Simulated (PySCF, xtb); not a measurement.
LiCl, SMILES [Li][Cl].

GFN2-xTB (xtb) at its own geometry gives an orbital gap of 3.96 eV and a dipole moment of 6.18 D.

The structure is a stationary point at PBE0-D3(BJ)/def2-TZVPD.

**Question.** What does PBE/def2-TZVPD in PySCF give? (An estimate is asked for; the answer gives what the named calculation found.)

**Answer.** gap 4.02 eV (levels -5.86 and -1.84 eV), dipole 6.87 D.
